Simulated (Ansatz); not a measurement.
Coupled-cluster diagnostics for RuO3(NH) (RuNO₃H), Ansatz.

Geometry of the singlet (PBE0-D4/def2-SVP):

```xyz
6

Ru    0.1133    0.2757    0.3146
O     1.1512   -0.7081    1.1837
O     0.7643    1.7937    0.0882
O    -1.3358    0.3525    1.1482
N    -0.1527   -0.4002   -1.2371
H    -0.5403   -1.3137   -1.4976
```

In the def2 sets Ru takes a core potential; there is no spin–orbit coupling. Correlated methods freeze 4 core orbitals; core or outer-core shells of Ru are correlated, in sets that lack core-valence functions.

(1) Estimate the CCSD(T) correlation energy, the shares of MP2 and (T), T1 and the reference's ⟨S²⟩ for: charge 0, singlet, own geometry in def2-TZVPP; and the rough time on 4 threads of Arm Neoverse V1 on a shared host.

Answers

(1) 
```json
{"state": "charge 0, singlet, own geometry", "basis": "def2-TZVPP", "correlation (eV)": "-49.171", "MP2 share (%)": "106.4", "(T) share (%)": "8.0", "T1": "0.030", "⟨S²⟩ (pure)": "0.00 (0.00)", "wall time": "2.7 min", "remarks": "restricted SCF unstable"}
```
Customary marks for T1 are 0.02 (closed shells), 0.045 (open shells) and about 0.05 (3d metals). T1 exceeds 0.02 in 1 of 1 rows and 0.045 in 0; the higher it lies, the less the single-reference result can be trusted.
